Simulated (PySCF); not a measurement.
## Working out the ionisation energy of Bi

Bi [Xe] 4f14 5d10 6s2 6p3 (4S) → Bi⁺ [Xe] 4f14 5d10 6s2 6p2 (3P). Calculation: PySCF 2.14, in x2c-TZVPPall with one added diffuse shell each of s, p, d, f type (12s8p7d4f, 99 functions); the spin-free X2C one-electron Hamiltonian (Gaussian nucleus). Frozen: [Kr] 4d10 4f14. Energies in hartree (1 hartree = 27.21139 eV):

| part | Bi (lower) | Bi⁺ (upper) |
| --- | --- | --- |
| UHF | -21529.184213 | -21528.881203 |
| MP2 opposite-spin | -0.315537 | -0.308949 |
| MP2 same-spin | -0.185293 | -0.173321 |

Task: What does Hartree-Fock give?

Result: (-21528.881203) − (-21529.184213) = 0.303010 hartree = 8.245 eV.

Task: What do MP2 and SCS-MP2 (6/5 opposite-spin, 1/3 same-spin) give?

Result: The opposite-spin parts differ by 0.179 eV and the same-spin parts by 0.326 eV. MP2: 8.245 + (0.179) + (0.326) = 8.750 eV. SCS-MP2: 8.245 + 1.2 × (0.179) + (0.326)/3 = 8.568 eV.

Reference: 7.286 eV (measured; NIST Atomic Spectra Database, ionization energies), between the lowest levels; spin-orbit coupling is absent from the calculation.

What remains against the reference includes basis incompleteness, the frozen core and correlation beyond second order.
